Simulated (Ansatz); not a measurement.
F$_{2}$H$_{4}$O$_{2}$Si$_{2}$ (`O[SiH2][Si](O)(F)F`), relaxed with RKS PBE-D4/def2-SVP in Ansatz 0.2.0 from a rough embedded geometry. The force threshold is 0.03 eV/Å; the program also tests the step.

Total charge 0; spin multiplicity 1.

Start:

```xyz
10

O     0.011    1.967    1.479
Si   -0.756    0.571    0.904
Si    0.627   -0.639   -0.644
O    -0.188   -1.929   -1.273
F     1.051    0.293   -1.822
F     1.911   -1.267    0.126
H     0.096    2.667    0.837
H    -1.965    1.042    0.200
H    -1.171   -0.238    2.055
H     0.384   -2.467   -1.862
```

(1) How much energy does the relaxation release, and in how many steps? (Estimate.)

(2) Which bonds change most? (Best estimate.)

(3) Give the relaxed structure. (Estimate.)

Results:

(1) The calculation gave: 0.28 eV, in 17 steps, 1 of them rejected.

(2) Ansatz gave: Si3–F5 from 1.561 to 1.645 Å; Si2–Si3 from 2.402 to 2.341 Å; Si2–H8 from 1.476 to 1.508 Å; Si2–H9 from 1.467 to 1.498 Å.

(3) The calculation gave: 
```xyz
10

O    -0.110    2.046    1.165
Si   -0.849    0.544    0.953
Si    0.575   -0.630   -0.488
O    -0.231   -1.698   -1.464
F     1.306    0.541   -1.383
F     1.817   -1.396    0.250
H     0.369    2.350    0.372
H    -2.216    0.629    0.324
H    -0.969   -0.103    2.299
H     0.308   -2.282   -2.029
```
